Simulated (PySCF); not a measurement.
PySCF input file for GaHFBr, SMILES [F][GaH][Br], IEF-PCM-M06-2X/def2-SVP. Geometry optimised at r2SCAN-D4/def2-TZVP.

```python
import numpy as np
from pyscf import gto, scf, dft
from pyscf.solvent import pcm

mol = gto.M(
    atom='''
    Ga   -0.37063696    0.89015130    0.00000000
    H    -1.77297054    1.52094436    0.00000000
    F     1.04876982    1.90465316    0.00000000
    Br    0.10925108   -1.32164323    0.00000000
    ''',
    basis='def2-SVP',
    charge=0,
    spin=0,
    max_memory=1600,
    verbose=3,
)
mf = dft.RKS(mol, xc='m06-2x').density_fit(auxbasis='def2-universal-jkfit')
mf.grids.level = 4
mf.conv_tol = 1e-9
mf.max_cycle = 100
mf.kernel()
res = {}
for name, eps in {'water': 78.355, 'ethanol': 24.852, 'acetone': 20.493}.items():
    s = mf.PCM()
    s.with_solvent.method, s.with_solvent.eps, s.with_solvent.lebedev_order = 'IEF-PCM', eps, 29
    s.kernel(mf.make_rdm1())
    res[name] = (s.e_tot, eps, s.dip_moment(), s.mo_energy, s.converged)
    print(f'{name}: electrostatic solvation free energy {(s.e_tot - mf.e_tot) * 627.509474:.3f} kcal/mol')
```

Output:

```
converged SCF energy = -4598.91489730778

WARN: PCM is an experimental feature. It is still in testing.
Features and APIs may be changed in the future.

converged SCF energy = -4598.92522449442
Dipole moment(X, Y, Z, Debye): -2.56907,  0.48767,  0.00000
water: electrostatic solvation free energy -6.480 kcal/mol

WARN: PCM is an experimental feature. It is still in testing.
Features and APIs may be changed in the future.

converged SCF energy = -4598.9247707329
Dipole moment(X, Y, Z, Debye): -2.54600,  0.47229,  0.00000
ethanol: electrostatic solvation free energy -6.196 kcal/mol

WARN: PCM is an experimental feature. It is still in testing.
Features and APIs may be changed in the future.

converged SCF energy = -4598.9246325038
Dipole moment(X, Y, Z, Debye): -2.53899,  0.46762, -0.00000
acetone: electrostatic solvation free energy -6.109 kcal/mol
```

The calculation finished and met its thresholds.

Cost: around 50 core-seconds (rough).
